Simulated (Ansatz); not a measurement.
Ansatz (a quantum-chemistry and plane-wave program) input:
A basis named .json is the Basis Set Exchange file of that set.

Ansatz 0.2 input:
```yaml
crystal:
  periodic: [false, false, false]
  atoms:
    - {symbol: Si, position_ang: [1.55258318, -0.23532089, 0.13903130]}
    - {symbol: N, position_ang: [0.04796859, -0.01522373, -0.47011217]}
    - {symbol: Si, position_ang: [-1.54940598, 0.25768931, -0.23078682]}
    - {symbol: H, position_ang: [2.61273258, -0.44712336, -0.91538835]}
    - {symbol: H, position_ang: [2.13863081, 0.89454814, 0.96311184]}
    - {symbol: H, position_ang: [1.76295463, -1.42790399, 1.05152369]}
    - {symbol: H, position_ang: [-2.31888663, -0.78253655, 0.55974880]}
    - {symbol: H, position_ang: [-2.35092818, 0.34811444, -1.50748797]}
    - {symbol: H, position_ang: [-1.93439564, 1.53888561, 0.48302025]}
basis:
  gaussian:
    orbitals: aug-cc-pV_T+d_Z.json
total_charge: -1
magnetization: {spin_polarized: false}
correlation: {method: ccsd_t, electrons: outside_noble_gas}
```

Problem. Which total energy does the run end on?

Solution. -636.46373 Eh (CCSD(T)/aug-cc-pV(T+d)Z). The basis has 294 functions. The run takes very roughly 6 core-minutes.

It need not be the lowest isomer of its formula. Whether it binds its extra electron was not tested at this geometry.
